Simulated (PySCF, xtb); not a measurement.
Potential energy surface of H6Ge2, singlet: internal rotation, threefold axis kept, other coordinates relaxed. Scanned: torsion (0 = eclipsed). Other coordinates (Ge-Ge length, H-Ge-Ge angle, H-Ge-Ge angle, Ge-H length, Ge-H length) were minimised at B3LYP/def2-TZVP.

- GFN1-xTB (xtb)
- RKS-B3LYP/6-31G* = restricted B3LYP/6-31G*, spherical d run with PySCF
- RKS-BP86/6-31G* = restricted BP86/6-31G*, spherical d (PySCF)
- CCSD(T) on RHF/cc-pVDZ, 18 core orbitals frozen (PySCF)

Energies relative to the lowest point of each profile, in kcal/mol:

```tsv
at / °	GFN1-xTB	RKS-B3LYP/6-31G*	RKS-BP86/6-31G*
0	0.34	0.58	0.57
10	0.32	0.54	0.54
20	0.28	0.43	0.43
30	0.22	0.29	0.28
40	0.09	0.15	0.15
50	0.04	0.04	0.03
60	0.00	0.00	0.00
```

**Question.** Estimate the CCSD(T) values at these points.

**Answer.** 0: 0.71; 10: 0.66; 20: 0.53; 30: 0.36; 40: 0.18; 50: 0.05; 60: 0.00 (kcal/mol).
